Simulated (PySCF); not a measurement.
BiF3, optimised at PBE0/def2-TZVP:

```xyz
4

Bi    -0.2413     0.0828     0.1240
F      0.1166     0.6539    -1.7453
F      0.1104    -1.8458    -0.2004
F      1.5828     0.4932     0.7970
```

Method: PySCF energies (xtb for GFN2) plus ideal-gas RRHO corrections (1 bar). All species are closed-shell singlets. Bi: scalar-relativistic def2 core potential, no spin-orbit coupling.

Q: List the harmonic frequencies (cm⁻¹, unscaled) at this level and at the other levels, each on its own geometry.

A: 
- PBE0/def2-TZVP: 169, 170, 193, 583, 583, 609
- GFN2-xTB: 138, 138, 161, 421, 421, 434
- PBE/def2-SVP: 156, 157, 177, 571, 571, 582
